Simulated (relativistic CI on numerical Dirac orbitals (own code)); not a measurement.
**Radial parameters of Sn III**

Calculated at this level of theory: Dirac-Coulomb-Breit CI, separate exchange-only KLI orbitals for each configuration, model QED (radiative potential, 1s self-energy scaled to tabulated hydrogen-like ionisation energies), valence Slater integrals scaled by 0.85, P86 correlation energy added to each configuration (own radial code, finite nucleus).

Slater integrals F^k, G^k are unscaled and averaged over j, outside the closed core [Kr] 4d10; ζ comes from projecting the Hamiltonian with its Breit term on Σ l·s of the shell.

- 5s5p: G^1(5s,5p) = 52118, ζ(5p) = 3409.6 cm⁻¹; <r>(5s) = 2.224, <r^2>(5s) = 5.58, <r>(5p) = 2.696, <r^2>(5p) = 8.216 (bohr units).
- 5p²: F^2(5p,5p) = 39711, ζ(5p) = 3402 cm⁻¹; <r>(5p) = 2.685, <r^2>(5p) = 8.157 (bohr units).
- 5s5d: G^2(5s,5d) = 14347, ζ(5d) = 168.54 cm⁻¹; <r>(5s) = 2.186, <r^2>(5s) = 5.392, <r>(5d) = 4.094, <r^2>(5d) = 18.9 (bohr units).

In this model ζ of a weakly bound d, f or g electron outside closed shells comes out too small, for d by up to a factor of two or three and at times with the wrong sign; that of an outer p electron is too small as well.

For a near-neutral ion this model can misplace configurations by up to about 10,000 cm⁻¹ (more where the count of f electrons changes) and terms by 10 to 25 % of their spread. Rates follow the energies as ν³ (E1, M1) or ν⁵ (E2), so they and the lifetimes can be off by large factors. The fine structure of a lone outer electron comes out too small, for d and f at times inverted, and misplaced configurations move strength between like terms. 28 of the 34 excited levels that our extract of the measured tables holds in this range could be paired (the sources list more); they are missed by 3958 cm⁻¹ on average and 5995 at most, and levels without a partner can miss by more.

Averages of the first 10 configurations, taken without configuration mixing, which lowers the lowest level and can move excited configurations by several eV; other configurations of the list can lie among them:

| Configuration | Parity | States | Average energy above the lowest level (eV) |
| --- | --- | --- | --- |
| 5s² | even | 1 | 0.6 |
| 5s5p | odd | 12 | 7.5 |
| 5p² | even | 15 | 16.4 |
| 5s5d | even | 20 | 17.2 |
| 5d² | even | 45 | 35.9 |
| 5s6s | even | 4 | 16.9 |
| 5s6p | odd | 12 | 19.4 |
| 5p5d | odd | 60 | 25.7 |
| 4f² | even | 91 | 46.0 |
| 5s7s | even | 4 | 22.6 |
